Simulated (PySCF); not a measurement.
Unrelated species, one level of theory. The calculation used TDDFT CAM-B3LYP/def2-SVPD, vertical, gas phase, core orbitals frozen in the response (PySCF 2.14.0, density-fitted response routines). Geometries: GFN2-xTB; one conformer of each isolated species. Triplets are in the Tamm–Dancoff approximation.

Task: Rank by computed lowest singlet excitation energy, highest first.
A. `Cl` (HCl)
B. `FC(F)(F)C1=PC=CS1` (C4H2F3PS)
C. `ClC1CC1` (C3H5Cl)
D. `Fc1cccc(F)n1` (C5H3F2N)
E. `c1nncc(C#N)c1C#C` (C7H3N3)
F. `C=Cc1nnsc1C=C` (C6H6N2S)

Result: A (7.71 eV), C (6.98 eV), D (5.49 eV), B (4.92 eV), F (3.81 eV), E (3.19 eV).

```json
{"SMILES": "Cl", "S1 (eV)": "7.71", "α (au)": "17.2", "HOMO (eV)": "-10.98", "T1 (eV)": "7.13", "gap (eV)": "11.73", "S1 mainly": "H-1/H→L (≥94%)"}
{"SMILES": "ClC1CC1", "S1 (eV)": "6.98", "α (au)": "48.2", "HOMO (eV)": "-9.24", "T1 (eV)": "6.33", "gap (eV)": "10.76", "S1 mainly": "H→L+1 (90%)"}
{"SMILES": "Fc1cccc(F)n1", "S1 (eV)": "5.49", "α (au)": "62.2", "HOMO (eV)": "-9.08", "T1 (eV)": "4.33", "gap (eV)": "8.84", "S1 mainly": "H→L (85%)"}
{"SMILES": "FC(F)(F)c1pccs1", "S1 (eV)": "4.92", "α (au)": "87.7", "HOMO (eV)": "-8.81", "T1 (eV)": "2.96", "gap (eV)": "7.62", "S1 mainly": "H→L (93%)"}
{"SMILES": "C=Cc1nnsc1C=C", "S1 (eV)": "3.81", "α (au)": "110.6", "HOMO (eV)": "-8.00", "T1 (eV)": "2.63", "gap (eV)": "6.75", "S1 mainly": "H-1→L (85%)"}
{"SMILES": "C#Cc1cnncc1C#N", "S1 (eV)": "3.19", "α (au)": "96.7", "HOMO (eV)": "-8.88", "T1 (eV)": "2.52", "gap (eV)": "6.83", "S1 mainly": "H→L (95%)"}
```

H and L stand for HOMO and LUMO. A slash joins orbitals within 0.01 eV of each other, whose weights are summed (≥ marks a lower bound).

Mean S1 by what the SMILES shows (count): single bonds only 7.34 eV (2); an aromatic ring 4.35 eV (4).

- `Cl`: Löwdin shares by element: HOMO (one of a set within 0.03 eV) chlorine 93%, hydrogen 7%; LUMO chlorine 68%, hydrogen 32%.
- `ClC1CC1`: Löwdin shares by element: HOMO chlorine 54%, carbon 41%; LUMO carbon 35% or more, hydrogen 26% or more (atoms not listed hold the other 39%).
- `Fc1cccc(F)n1`: Löwdin shares by element: HOMO carbon 72% or more (atoms not listed hold the other 28%); LUMO carbon 50% or more, nitrogen 19% (atoms not listed hold the other 30%).
- `FC(F)(F)c1pccs1`: Löwdin shares by element: HOMO carbon 36% or more, phosphorus 29%, sulfur 22%; LUMO carbon 33% or more, phosphorus 31%, sulfur 20% (atoms not listed hold the other 16%).
- `C=Cc1nnsc1C=C`: Löwdin shares by element: HOMO carbon 58% or more (atoms not listed hold the other 42%); LUMO carbon 31% or more, sulfur 16%, nitrogen 13% or more (atoms not listed hold the other 40%).
- `C#Cc1cnncc1C#N`: Löwdin shares by element: HOMO nitrogen 78% or more, carbon 15% or more; LUMO carbon 33% or more, nitrogen 26% or more (atoms not listed hold the other 41%).
